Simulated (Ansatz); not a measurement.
Caution, from a PySCF single point (PBE0-D3(BJ)/def2-TZVP) at this geometry: the restricted solution is unstable towards spin-unrestricted or complex orbitals, so a lower solution exists and this singlet may not be the ground state.

Level of theory: PBE0-D3(BJ)/def2-TZVP run with Ansatz (a quantum-chemistry and plane-wave program). No frequencies were computed at this level.

Ansatz 0.2 input:
```yaml
crystal:
  periodic: [false, false, false]
  atoms:
    - { symbol: Si, position_ang: [2.102368, -0.151602, -0.023251] }
    - { symbol: B, position_ang: [0.281303, -0.065115, 0.023931] }
    - { symbol: Si, position_ang: [-1.635094, 0.091415, 0.04247] }
    - { symbol: H, position_ang: [3.026222, 0.86935, -0.531147] }
    - { symbol: H, position_ang: [2.943693, -1.263241, 0.435682] }
    - { symbol: H, position_ang: [-2.307263, 0.280806, 1.350097] }
    - { symbol: H, position_ang: [-2.028217, 1.27882, -0.747416] }
    - { symbol: H, position_ang: [-2.383012, -1.040432, -0.550367] }
basis:
  gaussian: { orbitals: def2-tzvp }
hamiltonian:
  xc: pbe0
  dispersion: d3bj
relax:
  max_steps: 150
```

Output:

```
Functional definition: PBE0
925 factors; their error is unknown
mean field evaluation 1: about -16500.9837 eV, gradient 1.9e1 eV
mean field evaluation 2: about -16500.0902 eV, gradient 2.3e1 eV
mean field evaluation 4: about -16502.2729 eV, gradient 9.7e-1 eV
mean field evaluation 8: about -16502.3393 eV, gradient 1.6e-1 eV
mean field evaluation 16: about -16502.3393 eV, gradient 1.3e-5 eV
mean field -16502.33929143 eV, -606.4497832728 hartree, gradient 1.3e-5 eV, S^2 0.000000; 0 other end points of the search recorded, 0 dependent functions left out
reference -16502.33932635 eV, -606.4497845562 hartree; 19, 19 occupied and 116, 116 virtual orbitals, 925 factors
relax step   1: F+E_penalty+E_count = -16502.48793633 eV  Δ(F+E_penalty+E_count) = +0.000e0 eV  max|allowed force component| = 1.167e0 eV/Å  Δτ_max = 0.0000 Å  (27 SCF iters, accepted)
these checks for a lower state are left out or cut short: starts, cluster_reference, orbital_swaps, neighbouring_geometries, increment
925 factors; their error is unknown
mean field -16502.45325874 eV, -606.4539714943 hartree, gradient 2.0e-5 eV, S^2 0.000000; 0 other end points of the search recorded, 0 dependent functions left out
reference -16502.45329403 eV, -606.4539727909 hartree; 19, 19 occupied and 116, 116 virtual orbitals, 925 factors
relax step   2: F+E_penalty+E_count = -16502.60247977 eV  Δ(F+E_penalty+E_count) = -1.145e-1 eV  max|allowed force component| = 3.738e-1 eV/Å  Δτ_max = 0.1184 Å  (33 SCF iters, accepted)
these checks for a lower state are left out or cut short: starts, cluster_reference, orbital_swaps, neighbouring_geometries, increment
925 factors; their error is unknown
mean field -16502.46021022 eV, -606.4542269564 hartree, gradient 8.2e-6 eV, S^2 0.000000; 0 other end points of the search recorded, 0 dependent functions left out
reference -16502.46024557 eV, -606.4542282554 hartree; 19, 19 occupied and 116, 116 virtual orbitals, 925 factors
relax step   3: F+E_penalty+E_count = -16502.60892872 eV  Δ(F+E_penalty+E_count) = -6.449e-3 eV  max|allowed force component| = 5.468e-2 eV/Å  Δτ_max = 0.0210 Å  (34 SCF iters, accepted)
these checks for a lower state are left out or cut short: starts, cluster_reference, orbital_swaps, neighbouring_geometries, increment
925 factors; their error is unknown
mean field evaluation 32: about -16502.3966 eV, gradient 7.4e-4 eV
mean field -16502.46061044 eV, -606.4542416642 hartree, gradient 7.9e-6 eV, S^2 0.000000; 0 other end points of the search recorded, 0 dependent functions left out
reference -16502.46064579 eV, -606.4542429633 hartree; 19, 19 occupied and 116, 116 virtual orbitals, 925 factors
relax step   4: F+E_penalty+E_count = -16502.60930702 eV  Δ(F+E_penalty+E_count) = -3.783e-4 eV  max|allowed force component| = 7.820e-3 eV/Å  Δτ_max = 0.0073 Å  (33 SCF iters, accepted)
these checks for a lower state are left out or cut short: starts, cluster_reference, orbital_swaps, neighbouring_geometries, increment
925 factors; their error is unknown
mean field -16502.46086328 eV, -606.4542509558 hartree, gradient 8.2e-6 eV, S^2 0.000000; 0 other end points of the search recorded, 0 dependent functions left out
reference -16502.46089861 eV, -606.4542522543 hartree; 19, 19 occupied and 116, 116 virtual orbitals, 925 factors
relax step   5: F+E_penalty+E_count = -16502.60957515 eV  Δ(F+E_penalty+E_count) = -2.681e-4 eV  max|allowed force component| = 2.426e-2 eV/Å  Δτ_max = 0.0131 Å  (34 SCF iters, accepted)
these checks for a lower state are left out or cut short: starts, cluster_reference, orbital_swaps, neighbouring_geometries, increment
925 factors; their error is unknown
mean field -16502.46154180 eV, -606.4542758910 hartree, gradient 2.2e-5 eV, S^2 0.000000; 0 other end points of the search recorded, 0 dependent functions left out
reference -16502.46157700 eV, -606.4542771846 hartree; 19, 19 occupied and 116, 116 virtual orbitals, 925 factors
relax step   6: F+E_penalty+E_count = -16502.61031487 eV  Δ(F+E_penalty+E_count) = -7.397e-4 eV  max|allowed force component| = 3.297e-2 eV/Å  Δτ_max = 0.0559 Å  (33 SCF iters, accepted)
these checks for a lower state are left out or cut short: starts, cluster_reference, orbital_swaps, neighbouring_geometries, increment
925 factors; their error is unknown
mean field -16502.46168013 eV, -606.4542809745 hartree, gradient 1.3e-5 eV, S^2 0.000000; 0 other end points of the search recorded, 0 dependent functions left out
reference -16502.46171518 eV, -606.4542822627 hartree; 19, 19 occupied and 116, 116 virtual orbitals, 925 factors
relax step   7: F+E_penalty+E_count = -16502.61052061 eV  Δ(F+E_penalty+E_count) = -2.057e-4 eV  max|allowed force component| = 1.559e-2 eV/Å  Δτ_max = 0.0451 Å  (33 SCF iters, accepted)
these checks for a lower state are left out or cut short: starts, cluster_reference, orbital_swaps, neighbouring_geometries, increment
925 factors; their error is unknown
mean field evaluation 64: about -16502.4618 eV, gradient 7.8e-6 eV
mean field -16502.46182481 eV, -606.4542862913 hartree, gradient 7.8e-6 eV, S^2 0.000000; 0 other end points of the search recorded, 0 dependent functions left out
reference -16502.46185985 eV, -606.4542875790 hartree; 19, 19 occupied and 116, 116 virtual orbitals, 925 factors
relax step   8: F+E_penalty+E_count = -16502.61063799 eV  Δ(F+E_penalty+E_count) = -1.174e-4 eV  max|allowed force component| = 1.016e-2 eV/Å  Δτ_max = 0.0080 Å  (34 SCF iters, accepted)
these checks for a lower state are left out or cut short: starts, cluster_reference, orbital_swaps, neighbouring_geometries, increment
925 factors; their error is unknown
mean field -16502.46193946 eV, -606.4542905047 hartree, gradient 8.3e-6 eV, S^2 0.000000; 0 other end points of the search recorded, 0 dependent functions left out
reference -16502.46197447 eV, -606.4542917913 hartree; 19, 19 occupied and 116, 116 virtual orbitals, 925 factors
relax step   9: F+E_penalty+E_count = -16502.61075216 eV  Δ(F+E_penalty+E_count) = -1.142e-4 eV  max|allowed force component| = 3.020e-3 eV/Å  Δτ_max = 0.0121 Å  (33 SCF iters, accepted)
these checks for a lower state are left out or cut short: starts, cluster_reference, orbital_swaps, neighbouring_geometries, increment
925 factors; their error is unknown
mean field -16502.46196598 eV, -606.4542914793 hartree, gradient 1.1e-5 eV, S^2 0.000000; 0 other end points of the search recorded, 0 dependent functions left out
reference -16502.46200093 eV, -606.4542927637 hartree; 19, 19 occupied and 116, 116 virtual orbitals, 925 factors
relax step  10: F+E_penalty+E_count = -16502.61078045 eV  Δ(F+E_penalty+E_count) = -2.829e-5 eV  max|allowed force component| = 2.346e-3 eV/Å  Δτ_max = 0.0210 Å  (32 SCF iters, accepted)
925 factors; their error is unknown
mean field evaluation 96: about -16502.4620 eV, gradient 1.3e-5 eV
mean field -16502.46196598 eV, -606.4542914793 hartree, gradient 1.9e-5 eV, S^2 0.000000; 1 other end points of the search recorded, 0 dependent functions left out
reference -16502.46200093 eV, -606.4542927637 hartree; 19, 19 occupied and 116, 116 virtual orbitals, 925 factors
Total energy: -16502.61081540 eV, -606.4597615945 hartree
Atom 0 at     2.117470    -0.154823    -0.023277 Å, force    -0.001540     0.000184    -0.000272 eV/Å
Atom 1 at     0.288569    -0.098635     0.042341 Å, force    -0.000251     0.000654     0.000367 eV/Å
Atom 2 at    -1.670291     0.076456     0.045993 Å, force    -0.002285     0.002346    -0.002037 eV/Å
Atom 3 at     2.900241     0.901769    -0.699863 Å, force     0.000711    -0.001612     0.000950 eV/Å
Atom 4 at     2.887156    -1.256338     0.594124 Å, force     0.001006     0.000855    -0.000611 eV/Å
Atom 5 at    -2.255018     0.211577     1.406981 Å, force     0.000854    -0.001197     0.001114 eV/Å
Atom 6 at    -1.898519     1.348026    -0.702693 Å, force     0.000873     0.000231    -0.000133 eV/Å
Atom 7 at    -2.369608    -1.028032    -0.663608 Å, force     0.000631    -0.001461     0.000621 eV/Å
Dipole moment:     0.056012    -0.019249     0.008670 e Å
```

Cost: very roughly 30 core-seconds.
